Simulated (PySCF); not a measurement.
Species: C6H13OP.
Geometry (GFN2-xTB, Å), atoms numbered from 1 in this order:
```xyz
21
C6H13OP angstrom
C      2.3040   -0.0771   -0.9320
C      2.1910   -0.0020    0.5829
C      0.8045    0.4614    1.0050
P     -0.4567   -0.7540    0.4361
O     -0.0861   -2.1594    0.6283
C     -2.1131   -0.1380    1.0055
C     -2.3174    0.5695   -0.3471
C     -1.2410   -0.1820   -1.1500
H      2.1089    0.8937   -1.3848
H      1.5784   -0.7970   -1.3109
H      3.2981   -0.4030   -1.2287
H      2.3628   -0.9963    1.0013
H      2.9477    0.6756    0.9872
H      0.5691    1.4490    0.6078
H      0.7251    0.4954    2.0956
H     -2.1780    0.4962    1.8867
H     -2.7854   -0.9874    1.1297
H     -2.0763    1.6292   -0.2710
H     -3.3234    0.4756   -0.7535
H     -0.6732    0.4185   -1.8557
H     -1.6480   -1.0506   -1.6686
```

ESP-fitted charges (e) from the PBE0/pcSseg-1 density (PySCF), one withheld:

| atom | bonded to | charge |
| --- | --- | --- |
| C1 | C2 H9 H10 H11 | ? |
| C2 | C1 C3 H12 H13 | +0.1237 |
| C3 | C2 P4 H14 H15 | -0.4124 |
| P4 | C3 O5 C6 C8 | +0.9994 |
| O5 | P4 | -0.6700 |
| C6 | P4 C7 H16 H17 | -0.5407 |
| C7 | C6 C8 H18 H19 | +0.1458 |
| C8 | C7 P4 H20 H21 | -0.4511 |
| H9 | C1 | +0.0719 |
| H10 | C1 | +0.0665 |
| H11 | C1 | +0.0785 |
| H12 | C2 | +0.0341 |
| H13 | C2 | +0.0081 |
| H14 | C3 | +0.1386 |
| H15 | C3 | +0.1028 |
| H16 | C6 | +0.1295 |
| H17 | C6 | +0.1677 |
| H18 | C7 | +0.0086 |
| H19 | C7 | +0.0283 |
| H20 | C8 | +0.1043 |
| H21 | C8 | +0.1450 |

Problem. What is the charge on C1?

Solution. The charges add up to the total charge, 0. The others sum to +0.2786, which leaves -0.2786 e for C1 (methyl carbon); the computed value is -0.2785, the difference coming from rounding.

Problem. Add each hydrogen's charge to the atom that carries it.

Solution. C1 -0.0616, C2 +0.1659, C3 -0.1710, C6 -0.2435, C7 +0.1827, C8 -0.2018. Atoms without hydrogen keep their charges.

Problem. Across which bond do the charges differ most?

Solution. P4–O5: +0.9994 on P4 against -0.6700 on O5, a difference of 1.6694 e. The lower charge is on the more electronegative element of the two (Pauling values: O 3.44, P 2.19).

Problem. Take the bonds between elements whose Pauling electronegativities differ by more than 0.25. In how many does the more electronegative atom carry the lower charge?

Solution. In 13 of 17; it doesn't in C2–H12, C2–H13, C7–H18 and C7–H19.

Problem. How much positive and how much negative charge does this set hold in all?

Solution. +2.3528 e on 16 atoms and -2.3527 e on 5.

The ESP scheme fits charges at the nuclei, held to the total charge, to the electrostatic potential on points at 1.4 to 2.0 times the van der Waals radii. Isolated species at its GFN2-xTB geometry (one conformer only).

These values come from a run that also computed NMR shieldings. Cost: about 1.7 min of CPU time on one thread; the machine was shared, so the figure is rough.
